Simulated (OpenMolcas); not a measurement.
An atom or ion with 23 electrons was computed by MS-CASPT2, IPEA 0.25 Eh, imaginary shift 0.1 Eh with spin-orbit coupling (OpenMolcas, ANO-RCC-VTZP, DKH2). The lowest levels that the run gave, each within 12 % of the measured value where one is at hand:

```tsv
J	Parity	E (cm⁻¹)	g
5/2	even	0.0	2.001
5/2	even	47750	0.574
7/2	even	47880	0.985
11/2	even	47920	1.273
9/2	even	47950	1.172
5/2	even	52390	1.567
3/2	even	52690	1.674
1/2	even	53060	2.558
7/2	even	57220	1.427
1/2	even	57580	0.109
3/2	even	57860	1.257
5/2	even	57910	1.399
```

Which ion is it, and what are the configurations and terms?

Cu⁶⁺ (Z = 29, charge +6; active space 5 electrons in 5 orbitals (3d)). J, parity and g give the terms where levels are pure, and mixed ones are named by the computed weights; the size of the splittings, set against known spectra of the 23-electron sequence, gives the charge. In order, with the measured energies in cm⁻¹ (the list in Gamrath, thesis, University of Mons (2023)): 3d⁵ ⁶S_5/2, 3d⁵ ⁴G_5/2, 3d⁵ ⁴G_7/2, 3d⁵ ⁴G_11/2, 3d⁵ ⁴G_9/2, 3d⁵ ⁴P_5/2 (50732), 3d⁵ ⁴P_3/2 (51067), 3d⁵ ⁴P_1/2 (51407), 3d⁵ ⁴D_7/2 (55742), 3d⁵ ⁴D_1/2 (56210), 3d⁵ ⁴D_3/2 (56428), 3d⁵ ⁴D_5/2 (56427).

CASPT2 does not keep the components of a term degenerate, so their means are used; among the terms shown or strongly mixed into the levels shown the widest spread is 360 cm-1 (3d⁵ ⁴G). Blocks of more than 70 roots (2S+1 = 2 even) ran without multistate coupling. Measured partners are found by configuration, term and J. A level has none where our copy of the source lacks it or the pairing is in doubt (some pairs that miss far off the trend of their configuration count as doubtful), and it then counts in no deviation. Levels of configurations outside the active space are missing.
